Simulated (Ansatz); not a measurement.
Ansatz (a program for electronic structure) input (CCSD(T)/aug-cc-pVDZ):

Ansatz 0.2 input:
```yaml
crystal:
  periodic: [false, false, false]
  atoms:
    - {symbol: C, position_ang: [0.32653358, 0.28800857, 1.49978023]}
    - {symbol: C, position_ang: [0.07660885, 1.47996420, 0.60660697]}
    - {symbol: N, position_ang: [-0.02856036, 0.98555657, -0.78533335]}
    - {symbol: C, position_ang: [-1.27069617, 0.21614313, -0.89585177]}
    - {symbol: C, position_ang: [-1.29340836, -0.87772188, 0.21601798]}
    - {symbol: N, position_ang: [0.02015087, -0.94646950, 0.87281679]}
    - {symbol: C, position_ang: [1.04916856, -1.18239844, -0.16428736]}
    - {symbol: C, position_ang: [1.09854952, 0.08714903, -1.07860875]}
    - {symbol: H, position_ang: [1.20660302, 0.26249369, 2.13525301]}
    - {symbol: H, position_ang: [-0.84468863, 2.02846223, 0.82982699]}
    - {symbol: H, position_ang: [0.90002961, 2.19683247, 0.67992111]}
    - {symbol: H, position_ang: [-2.11906588, 0.89591767, -0.79783925]}
    - {symbol: H, position_ang: [-1.31164107, -0.22614467, -1.89301649]}
    - {symbol: H, position_ang: [-2.03568536, -0.65277098, 0.98096843]}
    - {symbol: H, position_ang: [-1.52421506, -1.86202235, -0.19540449]}
    - {symbol: H, position_ang: [2.00990374, -1.35826415, 0.32173719]}
    - {symbol: H, position_ang: [0.78203166, -2.08369656, -0.72148494]}
    - {symbol: H, position_ang: [1.05145951, -0.18524448, -2.13453666]}
    - {symbol: H, position_ang: [2.02359928, 0.64396023, -0.91975293]}
basis:
  gaussian:
    orbitals: aug-cc-pVDZ
magnetization: {spin_polarized: true, initial_magnetization: 1}
correlation: {method: ccsd_t, electrons: outside_noble_gas}
output: {forces: true}
```

End of the output:

```
Atom 5 at     0.020151    -0.946469     0.872817 Å, force    -0.037428    -0.781853     0.361913 eV/Å
Atom 6 at     1.049169    -1.182398    -0.164287 Å, force    -0.028871     0.171162    -0.110324 eV/Å
Atom 7 at     1.098550     0.087149    -1.078609 Å, force    -0.010732    -0.176505     0.139866 eV/Å
Atom 8 at     1.206603     0.262494     2.135253 Å, force     0.431573    -0.026945     0.296327 eV/Å
Atom 9 at    -0.844689     2.028462     0.829827 Å, force    -0.412167     0.204105     0.087691 eV/Å
Atom 10 at     0.900030     2.196832     0.679921 Å, force     0.371146     0.301523     0.010137 eV/Å
Atom 11 at    -2.119066     0.895918    -0.797839 Å, force    -0.372847     0.324319     0.050904 eV/Å
Atom 12 at    -1.311641    -0.226145    -1.893016 Å, force     0.013461    -0.207524    -0.458685 eV/Å
Atom 13 at    -2.035685    -0.652771     0.980968 Å, force    -0.331215     0.121718     0.374092 eV/Å
Atom 14 at    -1.524215    -1.862022    -0.195404 Å, force    -0.082452    -0.454921    -0.180121 eV/Å
Atom 15 at     2.009904    -1.358264     0.321737 Å, force     0.434893    -0.073448     0.244976 eV/Å
Atom 16 at     0.782032    -2.083697    -0.721485 Å, force    -0.157287    -0.400777    -0.248308 eV/Å
Atom 17 at     1.051460    -0.185244    -2.134537 Å, force    -0.038025    -0.113413    -0.485764 eV/Å
Atom 18 at     2.023599     0.643960    -0.919753 Å, force     0.417626     0.274840     0.097558 eV/Å
Dipole moment:     0.043730    -0.057574    -0.168472 e Å
```

It need not be the lowest isomer of its formula.
